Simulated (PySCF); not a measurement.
Isomers of C5H4F2O, one GFN2-xTB conformer each. Single-point energies are computed at PBE0/pcSseg-1 (PySCF, gas phase, no added dispersion term), electronic only.

```json
{"SMILES": "FC(F)c1ccco1", "GFN2-xTB relative energy (kcal/mol)": "0.0"}
{"SMILES": "C=C/C(=C\\F)C(=O)F", "GFN2-xTB relative energy (kcal/mol)": "28.6"}
{"SMILES": "CO/C(F)=C1C=C\\1F", "GFN2-xTB relative energy (kcal/mol)": "78.8"}
{"SMILES": "FC1=COC(F)=CC1", "GFN2-xTB relative energy (kcal/mol)": "11.9"}
```

Conformers: `[F:1][CH:2]([F:3])[c:4]1[cH:5][cH:6][cH:7][o:8]1` with F1–C2–C4–C5 59°; `[CH2:1]=[CH:2]/[C:3](=[CH:4]\[F:5])[C:6](=[O:7])[F:8]` with C1–C2–C3–C4 180°, C2–C3–C6–O7 0°; `[CH3:1][O:2]/[C:3]([F:4])=[C:5]1[CH:6]=[C:7]\1[F:8]` with C1–O2–C3–F4 55°.

Question: What does PBE0/pcSseg-1 give for the same structures?

Answer: 
```
           SMILES  PBE0/pcSseg-1 E (Eh)  PBE0/pcSseg-1 (kcal/mol)  GFN2-xTB (kcal/mol)  point group
     FC(F)c1ccco1            -467.27971                       0.0                  0.0           Cs
C=C/C(=C\F)C(=O)F            -467.27231                       4.6                 28.6           Cs
   FC1=COC(F)=CC1            -467.25197                      17.4                 11.9           Cs
 CO/C(F)=C1C=C\1F            -467.14170                      86.6                 78.8           C1
```

Both levels put the same isomer lowest; measured from each level's own lowest isomer, the values differ by up to 24.0 kcal/mol (C=C/C(=C\F)C(=O)F: 28.6 against 4.6). As drawn, the lowest has an aromatic ring and two fluorines on one carbon, which the highest lacks; the highest has a three-membered ring and a C=C bond outside aromatic rings, which the lowest lacks.

Question: Which frontier levels, dipoles and rotational constants go with these structures?

Answer: 
```json
{"SMILES": "FC(F)c1ccco1", "HOMO (eV, PBE0/pcSseg-1)": "-7.15", "LUMO (eV)": "-0.45", "dipole (D)": "2.40", "A, B, C (MHz)": "4893, 1361, 1310"}
{"SMILES": "C=C/C(=C\\F)C(=O)F", "HOMO (eV, PBE0/pcSseg-1)": "-7.52", "LUMO (eV)": "-2.15", "dipole (D)": "2.16", "A, B, C (MHz)": "2499, 1892, 1077"}
{"SMILES": "FC1=COC(F)=CC1", "HOMO (eV, PBE0/pcSseg-1)": "-6.65", "LUMO (eV)": "-0.07", "dipole (D)": "1.21", "A, B, C (MHz)": "5245, 1454, 1146"}
{"SMILES": "CO/C(F)=C1C=C\\1F", "HOMO (eV, PBE0/pcSseg-1)": "-5.82", "LUMO (eV)": "-0.28", "dipole (D)": "2.28", "A, B, C (MHz)": "4983, 1103, 936.0"}
```
